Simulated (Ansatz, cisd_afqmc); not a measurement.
Species: Al, charge 0, doublet.

Total energies in aug-cc-pVQZ-DK, 3 correlated electrons, 5 frozen orbitals. Open shells are spin-unrestricted; no spin-orbit coupling. The -DK rows use spin-free X2C. The Monte Carlo rows (phaseless AFQMC, CISD trial, step 0.005/hartree) carry one-sigma bars that omit the constraint's bias. Outlying blocks are dropped, and bars are widened where a walk drifts. Over all cases where full CI ran beside it in this data, AFQMC minus full CI had a median of +0.1 mEh and passed +0.4 mEh in a tenth of the cases. Full CI freezes restricted core orbitals and the other rows unrestricted ones, which leaves a small offset even where coupled cluster is exact.

| method | program | energy (Eh) | error against FCI (mEh) |
|---|---|---|---|
| HF | Ansatz | -242.31605 | 53.70 |
| MP2 | Ansatz | -242.35414 | 15.61 |
| CCSD | Ansatz | -242.36803 | 1.72 |
| CCSD(T) | Ansatz | -242.36930 | 0.45 |
| CCSDT | Ansatz | -242.36976 | -0.01 |
| AFQMC/CISD | cisd_afqmc | -242.3696 ± 0.0002 | 0.2 ± 0.2 |
| FCI | Ansatz | -242.36975 | 0.00 |

Ansatz is an electronic-structure program.
